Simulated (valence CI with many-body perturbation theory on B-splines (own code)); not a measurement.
E1 line list for La LIII

Level of theory: relativistic CI+MBPT: three valence electrons over a frozen Dirac-Fock core [He], radial functions for each j: 11 s, 11 p, 9 d, 7 f, 5 g, 2 h, 1 i, with the one-electron correlation potential Σ1 (screened to all orders), the two-electron term Σ2, the three-electron term Σ3, Breit, model QED; selected single and double excitations, second order for the rest (own B-spline code, finite nucleus).

The last digits are not significant, and no measured levels were compared; by estimate large intervals hold to a few tenths of a per cent, small ones and those within an open d or f shell to about a per cent.

Lines 51 to 100 of 283 in falling wavelength, among levels below 509.17 Ry, chosen from the strongest by gf and those to the six lowest levels. Wavelengths and rates use the calculated energies. Electric multipoles are in the length gauge, E1 and E2 with the static RPA response of the core. Weak lines are less certain than strong ones. Lines between different terms over intervals too small for the method are left out, as are lines whose strength nearly cancels. The highest levels of a list are the least certain.

Levels are named by their leading jj configuration (3d3/2^4 stands for four electrons in 3d with j = 3/2), which in mixed levels can hold well under half, so a name can repeat and another be missing. Letters in brackets count levels of one name in rising energy.

```tsv
λ vac (Å)	Upper	Lower	A (s⁻¹)	S (a.u.)
59.20	(2p1/2 2p3/2 3p3/2) J=1/2 [b]	(2p1/2 2p3/2 3s) J=3/2 [b]	1.21e+11	2.48e-02
59.03	(2s 2p1/2 2p3/2) J=1/2	(2s^2 2p3/2) J=3/2	9.77e+09	1.98e-03
58.89	(2s 2p1/2 2p3/2) J=3/2 [b]	(2s^2 2p3/2) J=3/2	6.72e+09	2.71e-03
55.86	(2p1/2 2p3/2 3s) J=5/2	(2s 2p3/2 3s) J=5/2	8.28e+10	4.27e-02
51.23	(2p1/2^2 2p3/2) J=3/2	(2s 2p1/2 2p3/2) J=5/2	4.80e+10	1.27e-02
45.02	(2p1/2^2 2p3/2) J=3/2	(2s 2p1/2 2p3/2) J=3/2 [a]	1.54e+10	2.77e-03
44.75	(2s^2 2p3/2) J=3/2	(2s 2p1/2^2) J=1/2	1.13e+09	2.00e-04
21.44	(2s 2p1/2 2p3/2) J=3/2 [a]	(2s^2 2p1/2) J=1/2	5.81e+09	1.13e-04
20.79	(2s 2p3/2^2) J=5/2	(2s^2 2p3/2) J=3/2	2.34e+11	6.24e-03
20.34	(2p1/2 2p3/2^2) J=3/2	(2s 2p1/2 2p3/2) J=1/2	5.85e+11	9.72e-03
19.79	(2p1/2 2p3/2 3d3/2) J=5/2 [a]	(2s 2p1/2 3d3/2) J=5/2	3.61e+11	8.29e-03
19.70	(2p1/2 2p3/2^2) J=5/2	(2s 2p1/2 2p3/2) J=3/2 [b]	6.92e+11	1.57e-02
19.66	(2p1/2 2p3/2 3d5/2) J=9/2	(2s 2p1/2 3d5/2) J=7/2	5.62e+11	2.11e-02
19.63	(2p1/2 2p3/2 3p3/2) J=7/2	(2s 2p1/2 3p3/2) J=5/2	6.65e+11	1.98e-02
19.62	(2p3/2^3) J=3/2	(2s 2p3/2^2) J=3/2	1.63e+12	2.42e-02
19.51	(2p1/2 2p3/2 3d5/2) J=7/2 [a]	(2s 2p1/2 3d5/2) J=5/2 [a]	5.42e+11	1.59e-02
19.47	(2s 2p3/2 3d5/2) J=7/2 [b]	(2s^2 3d5/2) J=5/2	8.81e+11	2.57e-02
19.46	(2p1/2 2p3/2 3d3/2) J=5/2 [b]	(2s 2p1/2 3d3/2) J=3/2 [b]	5.52e+11	1.20e-02
19.41	(2p1/2 2p3/2 3p3/2) J=5/2 [a]	(2s 2p1/2 3p3/2) J=3/2 [a]	5.38e+11	1.17e-02
19.39	(2s 2p3/2 3p3/2) J=5/2 [b]	(2s^2 3p3/2) J=3/2	9.90e+11	2.14e-02
19.37	(2p1/2 2p3/2 3d3/2) J=7/2	(2s 2p1/2 3d3/2) J=5/2	5.59e+11	1.60e-02
19.33	(2p1/2 2p3/2 3d5/2) J=7/2 [b]	(2s 2p1/2 3d5/2) J=5/2 [b]	3.23e+11	9.22e-03
19.31	(2p1/2 2p3/2 3p1/2) J=3/2 [b]	(2s 2p1/2 3p1/2) J=1/2 [b]	6.72e+11	9.55e-03
19.26	(2p1/2 2p3/2 3p1/2) J=5/2	(2s 2p1/2 3p1/2) J=3/2	6.20e+11	1.31e-02
19.21	(2p1/2 2p3/2 3d5/2) J=3/2 [b]	(2s 2p1/2 3d5/2) J=5/2 [b]	5.41e+11	7.57e-03
19.17	(2s 2p3/2 3d3/2) J=5/2 [b]	(2s^2 3d3/2) J=3/2	8.92e+11	1.86e-02
19.15	(2s 2p3/2 3p1/2) J=1/2	(2s^2 3p1/2) J=1/2	1.15e+12	7.94e-03
19.15	(2p1/2 2p3/2 3d3/2) J=3/2 [a]	(2s 2p1/2 3d3/2) J=3/2 [a]	6.20e+11	8.59e-03
19.14	(2s 2p3/2 3s) J=1/2	(2s^2 3s) J=1/2	1.13e+12	7.83e-03
19.10	(2s 2p3/2 3p1/2) J=3/2 [b]	(2s^2 3p1/2) J=1/2	1.04e+12	1.43e-02
19.08	(2s 2p3/2 3d5/2) J=5/2 [b]	(2s^2 3d5/2) J=5/2	1.04e+12	2.14e-02
19.04	(2s 2p3/2 3d3/2) J=3/2 [b]	(2s^2 3d3/2) J=3/2	8.93e+11	1.22e-02
19.02	(2s 2p3/2 3s) J=3/2 [b]	(2s^2 3s) J=1/2	1.05e+12	1.43e-02
19.02	(2s 2p3/2 3p3/2) J=3/2 [b]	(2s^2 3p3/2) J=3/2	1.02e+12	1.38e-02
19.01	(2p1/2 2p3/2 3d5/2) J=7/2 [b]	(2s 2p1/2 3d5/2) J=7/2	3.55e+11	9.64e-03
19.00	(2s 2p3/2 3d5/2) J=3/2 [b]	(2s^2 3d5/2) J=5/2	1.16e+12	1.57e-02
18.83	(2p1/2 2p3/2 3s) J=5/2	(2s 2p1/2 3s) J=3/2	3.72e+11	7.36e-03
18.72	(2p1/2 2p3/2^2) J=3/2	(2s 2p1/2 2p3/2) J=5/2	1.04e+11	1.35e-03
18.66	(2s 2p1/2 2p3/2) J=1/2	(2s^2 2p1/2) J=1/2	1.30e+12	8.35e-03
18.64	(2s 2p1/2 2p3/2) J=3/2 [b]	(2s^2 2p1/2) J=1/2	1.07e+12	1.37e-02
18.50	(2p1/2 2p3/2^2) J=1/2	(2s 2p1/2 2p3/2) J=3/2 [b]	1.34e+12	8.39e-03
18.48	(2p1/2 2p3/2^2) J=1/2	(2s 2p1/2 2p3/2) J=1/2	5.71e+11	3.56e-03
18.37	(2s 2p3/2^2) J=1/2	(2s^2 2p3/2) J=3/2	1.07e+12	6.53e-03
18.34	(2s 2p3/2^2) J=3/2	(2s^2 2p3/2) J=3/2	1.84e+12	2.24e-02
18.33	(2p1/2^2 2p3/2) J=3/2	(2s 2p1/2^2) J=1/2	7.88e+11	9.58e-03
18.16	(2p1/2 2p3/2^2) J=5/2	(2s 2p1/2 2p3/2) J=5/2	7.81e+11	1.38e-02
17.82	(2p1/2 2p3/2^2) J=3/2	(2s 2p1/2 2p3/2) J=3/2 [a]	8.81e+11	9.85e-03
17.31	(2p1/2 2p3/2^2) J=5/2	(2s 2p1/2 2p3/2) J=3/2 [a]	1.63e+10	2.50e-04
16.38	(2p1/2 2p3/2^2) J=1/2	(2s 2p1/2 2p3/2) J=3/2 [a]	1.63e+10	7.05e-05
11.31	(2p1/2 2p3/2^2) J=3/2	(2s 2p1/2^2) J=1/2	1.80e+10	5.13e-05
```
